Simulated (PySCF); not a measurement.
# Radial density of Te³⁺ (tellurium, charge +3)

UHF, [Kr] 4d10 5s2 5p1, 2P determinant. Calculation: PySCF 2.14, in x2c-TZVPPall (8s6p4d2f, 60 functions); scalar relativity by spin-free X2C-1e.

```tsv
r (bohr)	4πr²ρ (e/bohr)	4πr²(ρα − ρβ)
0.0254	64.35	0.0074
0.0427	59.09	0.0203
0.0718	82.89	0.0218
0.121	72.92	-0.0078
0.203	66.70	0.0366
0.342	52.85	0.0051
0.575	23.37	0.1035
0.967	19.77	-0.0197
1.63	4.223	0.4883
2.74	0.8884	0.3676
4.60	0.02478	0.0172
7.74	5.270e-05	0.0001
```

Densities and radii are taken from the X2C orbitals without a picture-change correction, which distorts them close to the nucleus.

Where is the radial spin density 4πr²(ρα − ρβ) most negative, and why is it negative at all?

Around r = 0.967 bohr, down to -0.0197 e/bohr: exchange with the open shell polarises the paired shells in an unrestricted calculation.
